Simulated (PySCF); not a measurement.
1-methylsulfanylbut-2-yne (C5H8S), SMILES CC#CCSC. Heavy atoms are numbered as in [CH3:1][C:2]#[C:3][CH2:4][S:5][CH3:6]. Hydrogens are named by the atom that carries them.

The structure is a stationary point at B3LYP-D3(BJ)/def2-SVP. The values are those of a single conformer.

Calculation: HF/pcSseg-1 (PySCF).

GIAO shieldings, no solvent; atoms alike by connectivity are averaged. δ = σ(ref) − σ: ¹³C against TMS (σ = 192.6 ppm); ³³S against H2S (σ = 725.2 ppm); ¹H against TMS (σ = 31.99 ppm), references at their B3LYP-D3(BJ)/def2-TZVP geometries, non-relativistic.

| nucleus | atoms | count | δ (ppm) |
|---|---|---|---|
| ¹³C | C2 | 1 | 87.8 |
| ¹³C | C3 | 1 | 80.7 |
| ¹³C | C4 (CH2) | 1 | 23.7 |
| ¹³C | C6 (CH3) | 1 | 21.0 |
| ¹³C | C1 (CH3) | 1 | 5.5 |
| ³³S | S5 | 1 | 137.0 |
| ¹H | H on C4 | 2 | 2.98 |
| ¹H | H on C1 | 3 | 2.19 |
| ¹H | H on C6 | 3 | 2.11 |
